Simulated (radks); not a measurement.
Species: Cu3+. Configuration: [Ar] 3d8. Calculated with a radial shooting solver on a logarithmic mesh with Libxc functionals: Dirac Kohn-Sham, PBE, spin-unpolarised, spherical densities, finite nucleus; open shells fill j = l - 1/2 first; Fermi nuclear charge, rms radius 3.8823 fm.

Normalised radial functions P(r) = r R(r) (large component), r in bohr:

```
   r/bohr * 4p1/2 (the largest magnitude, 0.729, reaches the edge; | marks zero)
 0.001983                             *
 0.002582                             *
 0.003362                             *
 0.004413                             *
 0.005747                             *
 0.007483                             *
 0.009822                             *
  0.01279                             *
  0.01665                             |*
  0.02186                             |*
  0.02846                             | *
  0.03706                             |  *
  0.04865                             |   *
  0.06335                             |    *
  0.08249                             |      *
   0.1083                             |      *
    0.141                             |      *
   0.1836                             |    *
    0.241                             |*
   0.3138                        *    |
   0.4086                   *         |
   0.5363                *            |
   0.6983                    *        |
   0.9093                             *
    1.193                             |           *
    1.554                             |                     *
    2.024                             |                          *
    2.656                             |                       *
    3.459                             |              *
    4.504                             |      *
    5.911                             | *
    7.697                             *
```

4p1/2 (empty): eigenvalue -26.224 eV, 2 radial nodes at r = 0.251, 0.913 bohr, <r> = 2.37 bohr, 90 % of the charge inside 3.48 bohr.
